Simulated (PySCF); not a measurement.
Compound: C5H6O2.
Cartesian coordinates in Å at the GFN2-xTB level; atoms count from 1:
```
atom  x, y, z in Å
C1    -2.2861    0.2822   -0.1435
O2    -1.3621   -0.7790   -0.0011
C3    -0.0719   -0.4194    0.1072
C4     1.0253   -1.2155    0.2555
C5     2.1289   -0.3254    0.3198
C6     1.6235    0.9269    0.2065
O7     0.2716    0.8803    0.0759
H8    -2.2520    0.9525    0.7201
H9    -2.0846    0.8611   -1.0494
H10   -3.2658   -0.1853   -0.2128
H11    1.0360   -2.2823    0.3102
H12    3.1587   -0.5939    0.4349
H13    2.0739    1.8982    0.2018
```

Computed geometry: GFN2-xTB, gas phase.

Masses are those of the commonest isotopes; rigid-rotor values at the optimised geometry. The values belong to one conformer with, in the numbering `[CH3:1][O:2][c:3]1[cH:4][cH:5][cH:6][o:7]1`, C1–O2–C3–C4 180°.

Problem. What are A, B and C (MHz)?

Solution. Ia = 66.55, Ib = 230.76, Ic = 294.12 u·Å²; 505379 MHz·u·Å²/I gives A = 7594, B = 2190, C = 1718 MHz.

Problem. Classify the top.

Solution. An asymmetric top; Ray's κ = -0.839.

Problem. Is it planar, by Δ = Ic − Ia − Ib?

Solution. Not planar: Δ = Ic − Ia − Ib = -3.19 u·Å². For a rigid frame Δ = −2 Σ m c², so Σ m c² = 1.60 u·Å² lies off the ab plane, practically all of it from hydrogen. The atom farthest from that plane is 0.89 Å away.

Problem. Give the other two planar moments, Paa and Pbb, and the rms extents of the mass along the axes.

Solution. Paa = Σ m a² = (Ib + Ic − Ia)/2 = 229.17 and Pbb = Σ m b² = (Ia + Ic − Ib)/2 = 64.95 u·Å². With the mass M = 98.04 u, the rms extents √(P/M) along a, b and c are 1.53, 0.81, 0.13 Å.

Problem. Where do the levels up to J = 5 lie, in MHz?

Solution. Above 0(0,0):
J = 1: 1(0,1) 3908, 1(1,1) 9312, 1(1,0) 9784
J = 2: 2(0,2) 11695, 2(1,2) 16657, 2(1,1) 18072, 2(2,1) 34284, 2(2,0) 34313
J = 3: 3(0,3) 23303, 3(1,3) 27656, 3(1,2) 30486, 3(2,2) 46009, 3(2,1) 46156, 3(3,1) 74225, 3(3,0) 74226
J = 4: 4(0,4) 38647, 4(1,4) 42290, 4(1,3) 47000, 4(2,3) 61619, 4(2,2) 62055, 4(3,2) 89914, 4(3,1) 89922, 4(4,1) 129341, 4(4,0) 129341
J = 5: 5(0,5) 57629, 5(1,5) 60534, 5(1,4) 67579, 5(2,4) 81094, 5(2,3) 82089, 5(3,3) 109545, 5(3,2) 109578, 5(4,2) 148948, 5(4,1) 148949, 5(5,1) 199645, 5(5,0) 199645
Those of J = 1 are B + C, A + C and A + B.

Problem. Estimate the classical rotational partition function at 25 K, 50 K and 500 K.

Solution. Point group Cs, symmetry number σ = 1; q = (√π/σ)·√((kT/h)³/(ABC)), k/h = 20836.6 MHz/K: 3940 at 25 K, 11100 at 50 K, 353000 at 500 K.

Whether it is a minimum is left open (no frequencies). No vibrational averaging or centrifugal distortion is included, and the geometry carries the error of its method.
